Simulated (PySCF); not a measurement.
This script is equivalent to a calculation on Mo (molybdenum, neutral).

```python
from pyscf import gto, scf, dft, mp, cc
import basis_set_exchange as bse
txt = bse.get_basis("cc-pVTZ-PP", elements=["Mo"], fmt="nwchem", header=False)
cut = txt.index("\nECP")
mol = gto.M(atom="Mo 0 0 0", charge=0, spin=6, symmetry="D2h",
            basis=gto.basis.parse(txt[:cut]),
            ecp={"Mo": gto.basis.parse_ecp(txt[cut:])})
mf = scf.UHF(mol)
mf.irrep_nelec = {'Ag': (4, 1), 'B1g': (1, 0), 'B2g': (1, 0), 'B3g': (1, 0), 'B1u': (1, 1), 'B2u': (1, 1), 'B3u': (1, 1)}
mf.kernel()
```

(1) What total energy does it give?

(2) Which occupied shell lies highest, and where?

(3) What is ⟨S²⟩, and what would a pure spin state give?

Energies and moments cover only the electrons outside the core potential.

Results:

(1) -67.34504 hartree (calculated).

(2) 5s α, at -6.476 eV.

(3) 12.003, against 12.00.
